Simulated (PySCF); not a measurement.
BClH4OSi, SMILES OB([SiH3])Cl. Coordinates come from a B3LYP-D3(BJ)/def2-SVP optimisation. The values are those of a single conformer.

Computed equilibrium geometry at B3LYP-D3(BJ)/def2-SVP (PySCF confirms it by a frequency run) as Cartesian coordinates in Å, and its point group (one conformer of several):
point group Cs.
```xyz
8

B     -0.4269    -0.1434     0.0000
Cl     0.7102    -1.5278     0.0000
O     -1.7495    -0.3799     0.0000
H     -1.9798    -1.3223     0.0000
Si     0.3177     1.7422     0.0000
H     -0.7606     2.7742     0.0000
H      1.1752     1.9425     1.2073
H      1.1752     1.9425    -1.2073
```
